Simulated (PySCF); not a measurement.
**Polarisability and C₆ of Tc²⁹⁺ (technetium, charge +29)**

[Ne] 3s2 3p2, high-spin 3P determinant. All numbers are calculated (PySCF 2.14, the non-relativistic Hamiltonian (point nucleus), in an uncontracted even-tempered set (16 s from 3.9 bohr⁻², ratio 2.5; 10 p from 5 bohr⁻², ratio 2.5; 5 d from 22 bohr⁻², ratio 2.7; 4 f from 32 bohr⁻², ratio 2.7)). Coupled (time-dependent) response in atomic units; α is the mean over directions.

```json
{"method": "UHF", "mean α (bohr³)": "0.03894", "α xx, yy, zz": "0.04819, 0.03431, 0.03431", "C₆ (like pair)": "0.004341", "S(−4)": "0.003980"}
{"method": "PBE0", "mean α (bohr³)": "0.03746", "α xx, yy, zz": "0.04717, 0.03260, 0.03260", "C₆ (like pair)": "0.004098", "S(−4)": "0.003670"}
```

S(−4) is the Cauchy moment in α(ω) = α(0) + S(−4) ω² + …

Spin-orbit coupling is absent.

α(iu) at UHF:

| u (hartree) | α(iu) (bohr³) |
| --- | --- |
| 0 | 0.03893 |
| 0.400 | 0.03831 |
| 0.800 | 0.03658 |
| 1.60 | 0.03125 |
| 2.40 | 0.02561 |
| 3.20 | 0.02089 |
| 4.00 | 0.01724 |
| 6.00 | 0.01149 |
| 8.00 | 0.008389 |
| 12.0 | 0.005317 |
| 20.0 | 0.003073 |

For an ion, C₆ is the dispersion term alone; charge-induced terms of lower order in 1/R come first.

The components differ because the open shell of this determinant is not spherical; for a pure term their mean is the scalar polarisability.

A non-relativistic calculation at this Z misses sizeable relativistic shifts. Spin-orbit coupling is strong in this species (close to jj coupling), so the high-spin LS determinant is a model state, not a physical level.
